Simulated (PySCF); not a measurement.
Input file for PySCF: R-BP86/LANL2DZ on AsSe+, 2S+1 = 1, a spin state set in the input, which need not be the lowest, a point of a bond scan (R = 1.970 Å). Charge +1.

```python
from pyscf import gto, scf, dft, mp
from pyscf.data.elements import chemcore

mol = gto.M(
    atom='''
    As    0.00000000    0.00000000    0.00000000
    Se    0.00000000    0.00000000    1.97016800
    ''',
    basis='lanl2dz',
    ecp={'As': 'lanl2dz', 'Se': 'lanl2dz'},
    charge=1, spin=0, verbose=3, max_memory=1800)
mf = dft.RKS(mol, xc='b88,p86')
mf.conv_tol = 1e-8
mf.max_cycle = 100
mf.kernel()
if not mf.converged:
    mf = mf.newton().run(mf.mo_coeff, mf.mo_occ)
```

Program output:

```
converged SCF energy = -15.0616906422705
```

Self-consistency was reached.

Cost: very roughly 0.3 core-seconds.
